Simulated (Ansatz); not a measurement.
Born–Oppenheimer molecular dynamics of GeH₆O₃S (11 atoms, charge 0, multiplicity 1). It starts at the highest image of a converged band. Of that band: Neighbouring images differ by up to 2.9 eV, so the band resolves the path poorly. A vibrational analysis at the climbing image gives one clearly imaginary mode, 1706i cm⁻¹: a first-order saddle point.

These are results of RHF/def2-SVP (Ansatz), not measurements.

- ensemble: NVE (velocity Verlet)
- time step: 0.5 fs
- steps asked: 200
- starting velocities drawn for: 100 K
- seed: 5020

First frame:

```xyz
11
Properties=species:S:1:pos:R:3
Ge 0.144 0.276 0.054
H -0.185 -0.023 1.785
O 1.733 -0.252 -0.438
H 1.715 -1.059 -0.934
O -0.878 1.404 -0.779
H -1.617 0.978 -1.193
O -0.820 -1.177 -0.289
H -0.742 -1.931 0.273
S 1.179 2.165 1.313
H 2.370 1.570 1.438
H 0.300 0.812 1.907
```

(1) How far do the bonds stretch over the last three quarters of this one trajectory? (Pairs bonded in most of those frames.)

Answers

(1) 
| bond | mean (Å) | spread (Å) | shortest | longest |
| --- | --- | --- | --- | --- |
| Ge1–H2 | 1.523 | 0.070 | 1.42 | 1.63 |
| Ge1–O3 | 1.758 | 0.018 | 1.73 | 1.79 |
| Ge1–O5 | 1.764 | 0.010 | 1.75 | 1.78 |
| Ge1–O7 | 1.768 | 0.045 | 1.70 | 1.84 |
| O3–H4 | 0.949 | 0.007 | 0.94 | 0.96 |
| O5–H6 | 0.947 | 0.014 | 0.93 | 0.97 |
| O7–H8 | 0.946 | 0.015 | 0.92 | 0.97 |
| S9–H10 | 1.342 | 0.012 | 1.32 | 1.37 |
| S9–H11 | 1.380 | 0.132 | 1.18 | 1.56 |

Pairs bonded in part of these frames only: Ge1–S9 12 %.

Mean temperature of the second half: 2136 K. The conserved energy stayed within 0.67 meV per atom of its start (net change -0.53 meV per atom), so the integration is sound. The kinetic energy rose, since the run started high on the potential surface and went downhill. It ends in pieces (GeH4O3 + H2S), so much of that is their flight and rotation, not heat. A run of 0.1 ps of so small a system gives no equilibrium averages. The orbitals stay closed-shell, which can raise the energy where a bond breaks towards radicals; this wasn't checked here.

Run time: 6.5 min on 2 threads of Arm Neoverse V2, on a shared host, peak memory 0.3 GiB.
